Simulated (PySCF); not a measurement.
# Computed data sheet: BF3OEt2, `CC[O+](CC)[B-](F)(F)F`

BF3OEt2, C₄H₁₀BF₃O.
Atom-mapped SMILES: `[CH3:1][CH2:2][O+:3]([CH2:4][CH3:5])[B-:6]([F:7])([F:8])[F:9]` (hydrogens: H10, H11, H12 on C1; H13, H14 on C2; H15, H16 on C4; H17, H18, H19 on C5)

**PBE0-D3(BJ)/def2-SVP geometry optimisation, gas phase (PySCF)**

| Property | Result |
| --- | --- |
| Point group | C1 |
| Rotational constants A, B, C | 1.694, 1.515, 1.037 GHz |

**PBE0/6-31G ground state and GIAO shieldings, non-relativistic (PySCF)**

| Property | Result |
| --- | --- |
| Dipole moment | 6.09 D |
| HOMO energy | -9.06 eV |
| LUMO energy | 1.80 eV |
| HOMO–LUMO gap | 10.86 eV |
| 13C chemical shifts (computed TMS as zero) by class | 63.7 (C2/C4), 13.7 (C1/C5) ppm |
| 1H chemical shifts (computed TMS as zero) by class | 3.99 (H13/H14/H15/H16), 1.41 (H10/H11/H12/H17/H18/H19) ppm |
| Isotropic shieldings of nuclei other than C and H, by class | 113 (B6), 277 (O3), 345 (F7/F8/F9) ppm |

Monoisotopic mass (most abundant isotopes): 142.0777 u.

A dipole of 6.09 D is allowed in C1, and pure rotational transitions are dipole-allowed. With B = h/(8π²I), that is 505.379 GHz u Å² over I, the principal moments of inertia are 298.4, 333.6 and 487.5 u Å² (most abundant isotopes). The rotational constants make it an asymmetric top with κ = (2B − A − C)/(A − C) = 0.46, nearer the oblate limit (+1). The dipole equals about 20.3 × 10⁻³⁰ C·m (1 D = 3.33564 × 10⁻³⁰ C·m).

 NMR classes are plain means over equivalent atoms (diastereotopic ones count apart unless rotation or inversion swaps them), as if these changed places fast; in this geometry the members of some classes differ.

For the NMR shielding job (PBE0/6-31G), cost: about 17 s of CPU time on one thread; the machine was shared, so the figure is rough.

Conformer computed: `[CH3:1][CH2:2][O+:3]([CH2:4][CH3:5])[B-:6]([F:7])([F:8])[F:9]`: C1–C2–O3–C4 97°, C2–O3–C4–C5 83°, C2–O3–B6–F7 -64°.

One conformer stands for the species.
